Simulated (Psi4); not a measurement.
Cl₃Y (SMILES [Cl][Y]([Cl])[Cl]), singlet, geometry from GFN2-xTB (such geometries of metal compounds can be far from the true shape) (core potentials on Y).

Psi4 was given this input:
```
memory 2 GB

molecule {
0 1
Y     0.23273299    0.60598762    0.37640734
Cl    1.71306890   -0.82911873   -0.86829729
Cl   -0.87640660   -1.25795858    1.42317771
Cl   -1.37057916    0.69687040   -1.41840315
}

set {
  basis def2-sv(p)
}

energy('pbe0')
print_variables()
```

### Question
Predict the total energy from PBE0/def2-SV(P) (Psi4).

### Answer
-2836.511358 Ry

### Question
Predict the nuclear repulsion energy from PBE0/def2-SV(P).

### Answer
254.9421 Eh

### Question
What is the computed number of basis functions (PBE0/def2-SV(P))?

### Answer
78

### Question
What dipole moment does PBE0/def2-SV(P) give?

### Answer
8.33 D
